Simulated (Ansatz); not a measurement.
Ideal-gas functions of C2H4FNSi, SMILES `FC1=N[SiH2]C1` at 400 K and 1 bar, from an Ansatz frequency run at PBE0-D4/def2-TZVP.

Molar mass 89.14 g/mol, point group Cs (symmetry number 1), electronic degeneracy 1, moments of inertia 47.457, 157.384, 195.636 u Å². Harmonic wavenumbers (cm⁻¹, unscaled): 151, 439, 483, 540, 551, 651, 657, 783, 811, 862, 935, 965, 1078, 1091, 1274, 1429, 1692, 2246, 2255, 3099, 3157.

Use S(trans) = R[1.5 ln M + 2.5 ln T − 1.1517]; rotational temperatures θ = 24.2544 K / I; S(rot) = R[ln(√π/σ · √(T³/θAθBθC)) + 1.5]; for each mode x = 1.438777 ν̃/T, S = R[x/(eˣ − 1) − ln(1 − e⁻ˣ)] and H = RT x/(eˣ − 1); 1 cm⁻¹ = 0.0119627 kJ/mol; R = 8.31446 J/(mol·K).

Task: By hand: the entropy, in J/(mol·K).

Result: Translation 171.0. Rotation: θ = 0.5111, 0.1541, 0.124 K, giving 111.2. Vibration, mode by mode: 13.49, 5.33, 4.69, 3.99, 3.87, 2.91, 2.86, 2.00, 1.85, 1.60, 1.30, 1.19, 0.86, 0.82, 0.48, 0.30, 0.13, 0.02, 0.02, 0.00, 0.00, in all 47.7. Electronic 0.0. Sum 329.9 J/(mol·K).

Task: By hand: H − E and G − E in kJ/mol, counted from the electronic energy.

Result: Zero-point energy ½ × 25149 × 0.0119627 = 150.4; thermal vibration 12.1; translation, rotation and pV give 4 RT = 13.3. H − E = 175.8 kJ/mol, and G − E = 175.8 − 400 × 329.9/1000 = 43.8 kJ/mol.

Vibration gives 14 % of the entropy.
